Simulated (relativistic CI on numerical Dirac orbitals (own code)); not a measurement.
**Eu3+ (4f6) in a crystal field**

Calculated by Dirac-Coulomb-Breit CI, KLI orbitals optimised for each configuration, model QED, one configuration in a parametric crystal field, unscaled Slater integrals (own radial code). With so little scaling, terms lie 10 to 35 % too far apart, which can change the order of excited levels.

Field parameters in Wybourne normalisation. The field is a parameter set, without covalency.

S is read from ⟨S²⟩ = S(S + 1).

Powder χT (cm³ K mol⁻¹) by Van Vleck's formula, with temperature-independent terms:

| Field | 2 K | 5 K | 10 K | 20 K | 50 K | 100 K | 200 K | 300 K |
| --- | --- | --- | --- | --- | --- | --- | --- | --- |
| D3h, B20 = 1100, B40 = 130, B60 = 210, B66 = 130 cm⁻¹ | 0.0139 | 0.0346 | 0.0693 | 0.139 | 0.346 | 0.679 | 1.13 | 1.39 |
| D3h, B20 = -60, B40 = -230, B60 = 70, B66 = 280 cm⁻¹ | 0.0116 | 0.0289 | 0.0578 | 0.116 | 0.289 | 0.578 | 1.05 | 1.34 |

For D3h, B20 = 1100, B40 = 130, B60 = 210, B66 = 130 cm⁻¹: what effective moment follows at 300 K?

μ_eff = √(8χT) = 3.34 μB. The LS value g√(J(J + 1)) of the free ion's 7F_0 level is 0.00 μB. The ground level is a non-magnetic singlet, so χT starts at zero and rises through temperature-independent paramagnetism and the filling of excited levels.
